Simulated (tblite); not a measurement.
Species: C3H9O2Si2 (doublet state).
Atom-mapped SMILES: `[SiH3:1][CH2:2][C@H:3]1[CH:4][O:5][SiH2:6][O:7]1` (hydrogens: H8, H9, H10 on Si1; H11, H12 on C2; H13 on C3; H14 on C4; H15, H16 on Si6)

Structure used (GFN2-xTB), in Å, numbered top down from 1:
```
atom  x, y, z in Å
Si1   -2.102   -0.287   -0.775
C2    -0.939   -0.636    0.693
C3     0.089    0.496    0.757
C4     1.338    0.116    1.473
O5     2.402   -0.014    0.644
Si6    2.025    0.486   -0.887
O7     0.464    0.846   -0.561
H8    -3.273   -1.156   -0.607
H9    -1.451   -0.602   -2.044
H10   -2.529    1.110   -0.725
H11   -0.418   -1.583    0.543
H12   -1.470   -0.701    1.641
H13   -0.389    1.380    1.205
H14    1.346   -0.495    2.357
H15    2.743    1.701   -1.226
H16    2.157   -0.653   -1.783
```

Computed geometry: GFN2-xTB, gas phase. This method treats the open shell by occupation alone, without spin polarisation.

Take the most abundant isotopes and a rigid rotor. The values belong to one conformer with, in the numbering `[SiH3:1][CH2:2][C@H:3]1[CH:4][O:5][SiH2:6][O:7]1`, Si1–C2–C3–C4 -158°.

(1) Give the principal moments of inertia and the rotational constants in GHz.

(2) Classify the top.

(3) What does the inertial defect say?

(4) Estimate the classical rotational partition function at 25 K, 50 K and 500 K.

## Answers

(1) Ia = 132.05, Ib = 423.49, Ic = 508.03 u·Å²; 505379 MHz·u·Å²/I gives 3827, 1193 and 994.8 MHz, that is A = 3.8273, B = 1.1934, C = 0.9948 GHz.

(2) An asymmetric top; Ray's κ = -0.860.

(3) Not planar: Δ = Ic − Ia − Ib = -47.51 u·Å². For a rigid frame Δ = −2 Σ m c², so Σ m c² = 23.76 u·Å² lies off the ab plane: 10.28 from hydrogen and 13.48 from heavier atoms. The atom farthest from that plane is 1.61 Å away.

(4) Point group C1, symmetry number σ = 1; q = (√π/σ)·√((kT/h)³/(ABC)), k/h = 20836.6 MHz/K: 9890 at 25 K, 28000 at 50 K, 884000 at 500 K.

For this open shell read J as N, the rotation without spin; fine and hyperfine splittings come on top. Its GFN2-xTB frequencies are all real (lowest 55 cm⁻¹). Constants of a rigid frame at the computed geometry: no zero-point averaging, no centrifugal distortion.

Time: 0.88 s. Hardware: Arm Neoverse V1, one thread, shared host with 32 logical CPUs at a one-minute load of 23. That covers the optimisation of the geometry.
